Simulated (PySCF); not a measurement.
Compound: C5H9FO.
SMILES: `C/C=C(/CF)OC`

The closed-shell SCF was solved with PySCF and density fitting under several settings on one GFN2-xTB geometry (grid level 2 and gas phase unless stated).

| settings | basis functions | SCF cycles | E (Eh) | HOMO (eV) | LUMO (eV) | dipole (D) |
| --- | --- | --- | --- | --- | --- | --- |
| PBE0/pcSseg-1 | 164 | 14 | -370.5205 | -6.45 | 0.40 | 1.04 |
| PBE0/def2-SVPD | 218 | 14 | -370.3108 | -6.54 | 0.19 | 1.03 |
| mPW1PW91/pcSseg-1, energy threshold 1e-06 Eh | 164 | 8 | -370.8463 | -6.49 | 0.38 | 1.05 |
| WP04/6-31++G** | 180 | 15 | -379.1822 | -7.59 | -1.82 | 1.13 |

Q: Estimate the row for these settings: revPBE/6-311+G(2d,p).

A: 
```json
{"settings": "revPBE/6-311+G(2d,p)", "basis functions": "243", "SCF cycles": "16", "E (Eh)": "-370.9709", "HOMO (eV)": "-5.25", "LUMO (eV)": "-0.73", "dipole (D)": "0.97"}
```

Q: Over all rows, what range does the HOMO–LUMO gap span?

A: From 4.52 eV (revPBE/6-311+G(2d,p)) to 6.87 eV (mPW1PW91/pcSseg-1, energy threshold 1e-06 Eh). The functional of the narrowest has no exact exchange, that of the widest 25 % exact exchange.

Q: And the dipole moment?

A: From 0.97 D (revPBE/6-311+G(2d,p)) to 1.13 D (WP04/6-31++G**); the largest is 1.16 times the smallest, and the median is 1.04 D.

Q: Compare two rows with the functional PBE0: PBE0/pcSseg-1 and PBE0/def2-SVPD. Which energy is lower, and by how much?

A: PBE0/pcSseg-1 (164 functions) lies 0.2097 Eh or 132 kcal/mol below PBE0/def2-SVPD (218 functions). The smaller set gives the lower energy; the two sets aren't nested, so the variational bound doesn't order them by size.

Cycle counts include a coarse-grid stage where the run had one. All basis functions are spherical, in the Pople sets too. WP04 was designed for NMR shieldings or shifts; total energies of different functionals aren't comparable.

The values belong to the conformer `[CH3:1]/[CH:2]=[C:3](/[CH2:4][F:5])[O:6][CH3:7]`: C2–C3–C4–F5 -106°, C2–C3–O6–C7 158°.
